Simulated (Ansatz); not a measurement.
The same ligand exchange along the group Li, Na, K.

Calculated with Ansatz (gas phase, PBE0-D4/def2-TZVP geometries, no zero-point term in ΔE). CCSD(T)/CBS adds triple-zeta CCSD(T) − MP2 to the extrapolated MP2 energy (def2 sets, frozen cores). Functionals use def2-TZVPP. Elements past krypton have def2 core potentials. For Br, I, K, Li, Na outer-core shells are correlated without core-valence functions, which leaves a few kJ/mol of doubt a bond. Scalar relativity is left out up to krypton.

```csv
reaction,CCSD(T)/CBS(def2) (eV)
`[Li][I]` + HBr → `[Li][Br]` + HI,0.02
`[Na][I]` + HBr → `[Na][Br]` + HI,?
`[K][I]` + HBr → `[K][Br]` + HI,0.13
```

(1) Fill in the missing values. (Best estimate.)

Largest T1 diagnostic: 0.007, for HI.

Answers

(1) Computed: `[Na][I]` + HBr → `[Na][Br]` + HI: +0.11 eV.
